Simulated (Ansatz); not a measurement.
Two isomers of C3H8BNO: A = `B/N=C\OCC`, B = `C/N=C(\C)BO`.

Computed with Ansatz on PBE0-D4/def2-TZVP structures; ΔE is electronic, products minus reactants. CCSD(T)/CBS is the MP2 limit (def2-TZVPP, def2-QZVPP) plus CCSD(T) − MP2 in def2-TZVPP, frozen cores. Double bonds are as drawn, so ΔE can hold a change between cis and trans. DFT in def2-TZVPP. B3LYP here is the variant with VWN-RPA as its local correlation; programs differ in this. Each species was taken in one conformer, which may not be the lowest.

A:

```xyz
14

B     3.362    0.109    0.429
N     2.116   -0.221    0.001
C     0.960   -0.480   -0.353
O    -0.110    0.163    0.141
C    -1.373   -0.260   -0.371
C    -2.442    0.568    0.287
H     3.829   -0.465    1.372
H     3.976    0.959   -0.154
H     0.730   -1.252   -1.095
H    -1.388   -0.127   -1.459
H    -1.515   -1.326   -0.154
H    -3.425    0.270   -0.083
H    -2.424    0.433    1.369
H    -2.297    1.628    0.069
```

B:

```xyz
14

C     0.368    2.074    0.399
N     0.142    1.089   -0.631
C    -0.039   -0.130   -0.284
C    -0.032   -0.610    1.141
B    -0.276   -1.125   -1.473
O    -0.473   -2.433   -1.178
H    -0.475    2.128    1.100
H     0.503    3.056   -0.055
H     1.260    1.841    0.994
H    -0.206   -1.684    1.197
H    -0.804   -0.101    1.728
H     0.925   -0.386    1.624
H    -0.282   -0.739   -2.607
H    -0.610   -2.980   -1.955
```

Q: Which isomer does CCSD(T)/CBS put lower? Give the gap. (An estimate is asked.)

A: Computed: B, by 22.6 kcal/mol.

Q: Give E(B) − E(A) in kcal/mol with HF/def2-TZVPP, r2SCAN-D4, MP2/def2-TZVPP, B3LYP-D4, ωB97M-V, PBE0-D4, B2PLYP. (Estimate.)

A: The calculation gave: HF/def2-TZVPP -18.5, r2SCAN-D4 -17.5, MP2/def2-TZVPP -22.9, B3LYP-D4 -17.7, ωB97M-V -20.2, PBE0-D4 -18.5, B2PLYP -18.9. None reverses the order clearly.

Largest T1 diagnostic: 0.014.

From PBE to PBE0 (25 % exact exchange), in def2-TZVPP and without D4, E(B) − E(A) moves by −1.8 kcal/mol. The D4 term adds −1.4 kcal/mol with B3LYP and −0.7 kcal/mol with PBE0; it sums over pairs of atoms, weighted by their polarisabilities, and B3LYP, whose exchange is more repulsive, gets the larger term.
